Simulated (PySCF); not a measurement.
**`[H]/N=C\COC(C)=O`, C4H7NO2**

Geometry (Å), atoms numbered from 1 in this order:
```xyz
14

C     2.3560    0.4745    0.0795
C     1.1955   -0.2407   -0.5560
O     1.2540   -0.9906   -1.4915
O     0.0498    0.0702    0.0687
C    -1.1367   -0.5405   -0.4267
C    -2.3142   -0.0837    0.3923
N    -2.3131    0.7026    1.3621
H     3.2734    0.2132   -0.4383
H     2.1909    1.5483    0.0296
H     2.4247    0.1911    1.1271
H    -1.2820   -0.2722   -1.4809
H    -1.0416   -1.6327   -0.3764
H    -3.2656   -0.5047    0.0801
H    -1.3917    1.0647    1.6083
```

Method: GIAO wB97X-D/pcSseg-1 magnetisability, rotational g tensor and spin-rotation constants, non-relativistic, gas phase (PySCF). Geometry: GFN2-xTB.

Question: What are the magnetisability and the molar susceptibility?

Answer: Isotropic -881 × 10⁻³⁰ J/T², or -53.1 × 10⁻⁶ cm³/mol; principal values -1086, -844, -713 × 10⁻³⁰ J/T², anisotropy 327 × 10⁻³⁰ J/T² (root of half the summed squared differences of the principal values). The susceptibility is in cgs units.

Question: Split it along the inertial axes a, b, c into diamagnetic and paramagnetic parts about the centre of mass, with the quadrupole moment.

Answer: 
| axis | χ (10⁻⁶ cm³/mol) | diamagnetic (10⁻⁶ cm³/mol) | paramagnetic (10⁻⁶ cm³/mol) | summed x² of all electrons (Å²) | quadrupole Θ (D Å) |
| --- | --- | --- | --- | --- | --- |
| a | -49.9 | -279.8 | 229.9 | 191.7 | -10.31 |
| b | -43.9 | -862.4 | 818.6 | 54.4 | +4.93 |
| c | -65.4 | -1044.2 | 978.8 | 11.6 | +5.37 |

Anisotropies 2χaa − χbb − χcc = +9.4 and 2χbb − χaa − χcc = +27.5 × 10⁻⁶ cm³/mol. Θ is traceless in Buckingham's convention.

Question: And the rotational g tensor?

Answer: 
| axis | rotational constant (GHz) | g | nuclear part | electronic part |
| --- | --- | --- | --- | --- |
| a | 6.3724 | -0.0657 | 0.6225 | -0.6882 |
| b | 1.5122 | -0.0263 | 0.5553 | -0.5815 |
| c | 1.2410 | -0.0092 | 0.5615 | -0.5707 |

Asymmetric top; isotopes 12C, 1H, 14N, 16O; no vibrational averaging.
